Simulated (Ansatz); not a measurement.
Relaxation of BF₂H₄N (8 atoms, charge 0, multiplicity 1), to a largest force component of 0.03 eV/Å in at most 50 steps.

Theory: RKS BHLYP-D4/def2-SVP (Ansatz 0.2.0).

```xyz
8
Properties=species:S:1:pos:R:3
B 0.034 -0.422 -0.077
F -0.218 -0.552 1.211
F 1.273 -0.579 -0.464
H -0.852 -0.305 -0.865
N 0.086 2.165 0.817
H 0.960 2.580 1.115
H -0.594 2.906 0.716
H -0.229 1.546 1.579
```

Task: Where does it end, and by what steps?

Result: It converged. The force dipped under the threshold on the way, but the program's further checks kept it going. After 18 steps the energy has fallen by 0.695 eV; H7 moved furthest, 0.99 Å. Joined: B1–N5 (2.74 → 1.67 Å).

```csv
step,energy less start (eV),largest force component (eV/Å),accepted
0,0.0000,0.826,yes
1,0.0028,1.504,no
2,-0.0645,0.562,yes
3,-0.1344,0.577,yes
4,-0.2490,0.921,yes
5,-0.4451,0.908,yes
6,-0.6116,1.505,yes
7,-0.5792,0.912,no
8,-0.6564,0.102,yes
9,-0.6628,0.111,yes
10,-0.6597,0.628,no
11,-0.6697,0.034,yes
12,-0.6750,0.202,yes
13,-0.6763,0.466,yes
14,-0.6920,0.027,yes
15,-0.6940,0.093,yes
16,-0.6944,0.091,yes
17,-0.6946,0.047,yes
18,-0.6947,0.007,yes
```

```xyz
8
Properties=species:S:1:pos:R:3
B 0.016 0.137 0.157
F 0.179 -0.661 1.256
F 1.104 0.146 -0.671
H -1.062 0.048 -0.397
N 0.044 1.677 0.816
H 0.928 1.810 1.297
H -0.040 2.381 0.092
H -0.709 1.799 1.483
```

Whether the end is a true minimum wasn't checked by a vibrational analysis.

Time of the run: 56 s on 1 thread of Arm Neoverse V1, with other jobs on the host, peak memory 0.14 GiB.
